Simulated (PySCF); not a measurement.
Mapped SMILES: `[O:1]=[C:2]([SiH2:3][N:4]([SiH3:5])[SiH3:6])[CH:7]1[CH2:8][CH2:9]1`. Each H is labelled by its parent atom. Ha(C8), Ha(C9) are cis to C2 on the ring; Hb(C8), Hb(C9) are trans to C2 on the ring.

- PBE0/pcSseg-1 with gauge-including orbitals
- structure optimised with GFN2-xTB
- code: PySCF 2.14
- fast rotation and ring inversion assumed for equivalent nuclei, gas phase, relativity neglected, a single conformation

References, each an isolated molecule treated in the same way: ¹³C (σref 186.93) and ¹H (σref 31.72) and ²⁹Si (σref 349.16) against TMS; ¹⁷O (σref 336.08) vs H2O; NH3 for ¹⁵N (σref 267.73).

```json
{"atoms": "H(C7)", "nucleus": "¹H", "count": "1", "Hirshfeld charge": "0.05", "δ (ppm)": "2.22"}
{"atoms": "Si5/Si6", "nucleus": "²⁹Si", "count": "2", "Hirshfeld charge": "0.33", "δ (ppm)": "?"}
{"atoms": "C8/C9", "nucleus": "¹³C", "count": "2", "Hirshfeld charge": "-0.07", "δ (ppm)": "?"}
{"atoms": "N4", "nucleus": "¹⁵N", "count": "1", "Hirshfeld charge": "-0.35", "δ (ppm)": "-28.0"}
{"atoms": "C2", "nucleus": "¹³C", "count": "1", "Hirshfeld charge": "0.09", "δ (ppm)": "247.3"}
{"atoms": "H(Si5)/H(Si6)", "nucleus": "¹H", "count": "6", "Hirshfeld charge": "-0.09", "δ (ppm)": "?"}
{"atoms": "Hb(C8)/Hb(C9)", "nucleus": "¹H", "count": "2", "Hirshfeld charge": "0.06", "δ (ppm)": "1.20"}
{"atoms": "H(Si3)", "nucleus": "¹H", "count": "2", "Hirshfeld charge": "-0.08", "δ (ppm)": "4.97"}
{"atoms": "C7", "nucleus": "¹³C", "count": "1", "Hirshfeld charge": "-0.05", "δ (ppm)": "35.4"}
{"atoms": "Ha(C8)/Ha(C9)", "nucleus": "¹H", "count": "2", "Hirshfeld charge": "0.05", "δ (ppm)": "?"}
{"atoms": "Si3", "nucleus": "²⁹Si", "count": "1", "Hirshfeld charge": "0.35", "δ (ppm)": "-62.0"}
{"atoms": "O1", "nucleus": "¹⁷O", "count": "1", "Hirshfeld charge": "-0.16", "δ (ppm)": "753.8"}
```

Q: Complete the table.

A: 
- C8/C9: 10.9 ppm, three-membered-ring carbon; carbons of three-membered rings are unusually shielded
- H(Si5)/H(Si6): 4.82 ppm, hydrogen on a silicon bonded to N
- Ha(C8)/Ha(C9): 1.17 ppm, hydrogen on a three-membered-ring carbon; cyclopropane-type protons are shielded by the ring
- Si5/Si6: -55.0 ppm, silicon bonded to N, 3 H

Shifts are as computed. Against solution values, carbons near 30 ppm lie about +3 ppm off and those near 130 ppm about +5 ppm. Of 1211 compounds with measured shifts, 218 miss one by over three times the rms of a fit or turn the order of signals round; such compounds aren't used in these exercises. Unscaled 17O shifts of doubly bonded oxygen tend to come out too high, by tens of ppm or more. Experimental scales use liquid or dissolved standards, which lie at an offset from isolated NH3 (liquid NH3: subtract about 20 ppm) and H2O (liquid H2O: subtract about 36 ppm).
